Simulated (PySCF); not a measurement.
## Calculated data, CH3B2O, CH4B2Cl

Computed with PySCF 2.14.0. Calculation on a computer-drawn molecule: the log of a Hartree-Fock and frozen-core CCSD(T) single point meant for a local Hartree-Fock minimum, with one planted fault or none, to be diagnosed. Offsets are logged minus clean, where the clean run is the same molecule without the fault. The reference is restricted for singlets and unrestricted otherwise, and also for a bond in bohr or an excited solution. Adding or removing an electron swaps singlet and doublet. The excited solution moves the top pair (singlet) or top alpha electron (doublet) to the lowest empty orbital. Highest occupied and lowest empty are orbital energies over both spins, largest force is the largest gradient component, triples share is (T) over the correlation energy, the T1 limit is 0.02 restricted and 0.045 unrestricted, electrons count all cores, a negative frequency is imaginary (commonest isotopes), and the dipole is about the centre of nuclear charge.

Common to all runs: meant charge 0; meant multiplicity 2; logged SCF converged yes; logged CC converged yes; logged SCF stable within its kind yes; possible faults no fault, one electron removed, one electron added, multiplicity raised by two, geometry at a saddle point, SCF held on an excited solution, minimal basis STO-3G, one bond length entered in bohr, all coordinates scaled.

(1) 
```xyz
7
formula=CH3B2O meant_basis=cc-pVDZ logged_electrons=27 logged_basis_functions=71 logged_spin_squared=0.7595 logged_highest_occupied=-11.527 logged_lowest_empty=-0.16392 logged_largest_force=0.09862 logged_T1_diagnostic=0.023133 logged_D1_diagnostic=0.07679 logged_triples_share=0.03454 logged_dipole_magnitude=4.648 logged_energy_HF=-163.83125 logged_energy_CCSD(T)=-164.34376 planted_fault=all_coordinates_scaled,by_+7.2_% HF_energy_offset_from_clean_run=20.89 CCSD(T)_energy_offset_from_clean_run=11.35
C      0.9123    -0.0660     1.6900
B      2.5264    -0.0341     1.9860
B      3.7441    -0.1941     0.6313
O      4.5902    -0.3055    -0.3151
H      0.4581    -0.1894     0.6259
H      0.1264     0.0345     2.5421
H      2.9594     0.1053     3.1858
```

Units: logged_highest_occupied, logged_lowest_empty in eV; logged_largest_force in hartree/bohr; logged_dipole_magnitude in debye; logged_energy_HF, logged_energy_CCSD(T) in hartree; HF_energy_offset_from_clean_run, CCSD(T)_energy_offset_from_clean_run in kcal/mol.

Drawn bonds:
| atom | other atom | order |
| --- | --- | --- |
| 1 | 2 | 1 |
| 2 | 3 | 1 |
| 3 | 4 | 2 |
| 1 | 5 | 1 |
| 1 | 6 | 1 |
| 2 | 7 | 1 |

(2) 
```xyz
8
formula=CH4B2Cl meant_basis=cc-pV(D+d)Z logged_electrons=37 logged_basis_functions=85 logged_spin_squared=0.7567 logged_highest_occupied=-10.864 logged_lowest_empty=0.059548 logged_largest_force=7.467e-06 logged_lowest_frequency=-102.05 logged_T1_diagnostic=0.014959 logged_D1_diagnostic=0.065032 logged_triples_share=0.026423 logged_dipole_magnitude=2.3567 logged_energy_HF=-549.04832 logged_energy_CCSD(T)=-549.52517
C     -1.4801     0.1721     0.0000
B     -0.1335    -0.5718     0.0000
B      1.3688     0.3053     0.0000
Cl     2.9200    -0.5497     0.0000
H     -2.4392    -0.3384     0.0000
H     -1.5561     1.2565     0.0000
H     -0.1426    -1.7742     0.0000
H      1.4627     1.5003     0.0000
```

Units: logged_highest_occupied, logged_lowest_empty in eV; logged_largest_force in hartree/bohr; logged_lowest_frequency in cm⁻¹; logged_dipole_magnitude in debye; logged_energy_HF, logged_energy_CCSD(T) in hartree.

Drawn bonds:
| atom | other atom | order |
| --- | --- | --- |
| 1 | 2 | 1 |
| 2 | 3 | 1 |
| 3 | 4 | 1 |
| 1 | 5 | 1 |
| 1 | 6 | 1 |
| 2 | 7 | 1 |
| 3 | 8 | 1 |

Question: Which fault was planted in the run of CH4B2Cl (entry 2)?
Answer: geometry at a saddle point

Further results for CH4B2Cl (entry 2):

| Item | Value |
| --- | --- |
| HF energy offset from clean run | 4.147 kcal/mol |
| CCSD(T) energy offset from clean run | 3.586 kcal/mol |
